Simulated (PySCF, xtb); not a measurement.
BGeH5O2S, SMILES [S]([GeH3])B(O)O.

GFN2-xTB (xtb 6.7.1) at its own geometry gives an orbital gap of 5.53 eV and a dipole moment of 1.19 D.

Coordinates come from a PBE0-D3(BJ)/def2-SVP optimisation. This is a generated structure with no PubChem entry under its InChIKey; it may be hypothetical. One conformer was computed; it need not be the lowest.

Problem. What does M06-2X/def2-TZVP (PySCF) give? (The exact figures need the calculation; the answer reports its results.)

Solution. gap 9.23 eV (levels -8.77 and 0.47 eV), dipole 2.36 D.
